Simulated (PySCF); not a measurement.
# F (fluorine, neutral): UHF calculation

Configuration: [He] 2s2 2p5, 2P determinant. Computed with PySCF 2.14 in 6-31G* (3s2p1d, 14 functions), with the non-relativistic Hamiltonian (point nucleus).

| Quantity | Value |
| --- | --- |
| Total energy | -99.363412 hartree |
| One-electron energy | -139.2708 hartree |
| Hartree (Coulomb) energy | 49.9619 hartree |
| Exchange energy | -10.0545 hartree |
| Kinetic energy | 99.36100 hartree |
| ⟨S²⟩ | 0.7526 |
| ⟨L²⟩ | 2.007 |
| Sum of ⟨r⟩ | 7.717 bohr |
| Sum of ⟨r²⟩ | 9.906 bohr² |
| Traceless quadrupole moment −½Σ⟨3z² − r²⟩ along its main axis | 0.634 e·bohr² |
| Density at the nucleus (Gaussians lack the cusp) | 421 bohr⁻³ |
| Spin density at the nucleus | 0.235 bohr⁻³ |
| Langevin diamagnetic susceptibility | -7.85 ×10⁻⁶ cm³/mol |
| Time after the integrals | 0.05 s of wall time on 1 thread of Neoverse-V1 (shared host) |

```tsv
shell	electrons	mean orbital energy (eV)	spread (eV)	rms radius, mean of both spins (bohr)
1s α	1	-718.31	0	0.204
1s β	1	-716.99	0	0.204
2s α	1	-45.047	0	1.11
2s β	1	-39.835	0	1.11
2p α	3	-20.491	2.936	1.21
2p β	2	-18.108	0	1.21
```
